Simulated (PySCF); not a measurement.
Here is a computed PBE0-D3(BJ)/def2-SVP geometry (Å):
```
O 
Si  1  1.6675
C   2  1.8680  1  105.25
C   3  1.4020  2  121.21  1  -176.31
C   4  1.3920  3  120.82  2  -179.36
C   5  1.4037  4  120.89  3    -0.10
Si  6  1.8791  5  120.88  4  -178.66
C   6  1.4023  5  118.13  4     0.09
C   8  1.3937  6  121.08  5    -0.07
H   1  0.9604  2  117.78  3   179.64
H   2  1.4984  1  111.30  3   120.16
H   2  1.4980  1  111.70  3  -120.18
H   4  1.0951  3  120.26  2     0.53
H   5  1.0944  4  119.06  3   179.64
H   7  1.4944  6  109.68  5  -155.09
H   7  1.4948  6  109.98  5   -34.43
H   7  1.4966  6  111.21  5    85.17
H   8  1.0942  6  119.93  5   179.64
H   9  1.0933  3  119.36  2    -0.57
```
Z-matrix in Å and degrees, rows numbered from 1.

Charge 0, singlet.

Problem. Which heavy atoms are bonded, and with what formal order?

Solution. O1–Si2 (single); Si2–C3 (single); C3–C4 (aromatic); C4–C5 (aromatic); C5–C6 (aromatic); C6–Si7 (single); C6–C8 (aromatic); C8–C9 (aromatic); C3–C9 (aromatic). Hydrogens: H10 on O1; H11, H12 on Si2; H13 on C4; H14 on C5; H15, H16, H17 on Si7; H18 on C8; H19 on C9.

Problem. Give the structure as a SMILES string.

Solution. `O[SiH2]c1ccc([SiH3])cc1`, C6H10OSi2. Among its features: benzene ring, Si–H bond and C–Si bond.

Problem. Which rings does it hold (smallest set)?

Solution. C3–C4–C5–C6–C8–C9 (6 members, 0.00 Å rms from planarity).

Problem. Describe the place of each heavy atom.

Solution. O1: silanol oxygen; Si2: oxygen-bound silicon; C3: substituted aromatic carbon; C4/C9: aromatic CH carbon; C5/C8: aromatic CH carbon; C6: substituted aromatic carbon; Si7: SiH3 silicon.

Problem. What is the arrangement about C5?

Solution. It has 3 neighbours (C4, C6, H14) and is planar (angles 120.9°, 120.1° and 119.1°, sum 360.0°, 0.00 Å off the plane of its three neighbours).

Problem. What is the arrangement about C3?

Solution. It has 3 neighbours (Si2, C4, C9) and is planar (angles 121.2°, 120.3° and 118.5°, sum 360.0°, 0.00 Å off the plane of its three neighbours).
